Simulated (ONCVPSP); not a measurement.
# Building the ONCV potential for Ga (Z = 31) (PBE, scalar-relativistic).

ONCVPSP 4.0.1 input, shortened (lines: element, Z, core and valence counts, functional; n l f; lmax; l rc ep ncon nbas qcut; lloc lpopt rc5 dvloc0; l nproj debl; icmod fcfact rcfact), PBE, scalar-relativistic:

```
  Ga 31.00    3    5        4      upf
    1    0    2.00
    2    0    2.00
    2    1    6.00
    3    0    2.00
    3    1    6.00
    3    2   10.00
    4    0    1.00
    4    1    2.00
    2
    0    1.10    0.00    3    7   14.00
    1    1.05    0.00    3    6   16.60
    2    0.80    0.00    4    8   23.70
    4    5    0.75    0.00
    0    3    0.70
    1    2    3.10
    2    2    2.60
    0    0.00    0.00
```

All-electron outer shells of the reference configuration (PBE, scalar-relativistic, ld1.x):

```tsv
shell	level (eV)	outermost node (bohr)	outermost maximum (bohr)
2s	-1264.18	0.07	0.18
2p	-1100.70	–	0.15
3s	-150.06	0.27	0.56
3p	-100.79	0.24	0.56
3d	-21.04	–	0.53
4s	-10.04	0.80	1.87
4p	-3.35	0.87	2.47
```

Results:

* Cutoffs needed: 181 Ha and 207 Ha (the cutoffs (Ha) at which the residual kinetic energy of the hardest occupied pseudo-wave falls to 1 and 0.1 mHa per electron)
* Ghost test: no bound ghost flagged; no localised positive-energy state flagged
* Largest excitation error: -67 meV (all-electron minus pseudo) for 3s1 3p6 3d10 4s2 4p1, out of 4 test configurations

Generation and tests took about 7.3 s on one core of a shared server CPU.
